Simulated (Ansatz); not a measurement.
| atom | x (Å) | y (Å) | z (Å) |
| --- | --- | --- | --- |
| F | 0.0000 | 0.0000 | 0.0000 |
| F | 0.0000 | 0.0000 | 2.4709 |

Basis set: pcseg-2 (spherical functions). Charge 0, multiplicity 3.

Computed with Ansatz (development build ahead of 0.2.0); each method stands on the lowest determinant of its kind that the runs found.

The atomization energy at this shape (free ground-state atoms in the same class of orbitals less the molecule, no zero-point energy) of triplet F2:

| method | atomization energy |
| --- | --- |
| ROHF | -3.5 kJ/mol |

What does PBE (unrestricted) give?

20.9 kJ/mol. Caution for ROHF: stretched shape with no unrestricted run beside it, a lower state can exist.

The shape needn't be a minimum at these levels.
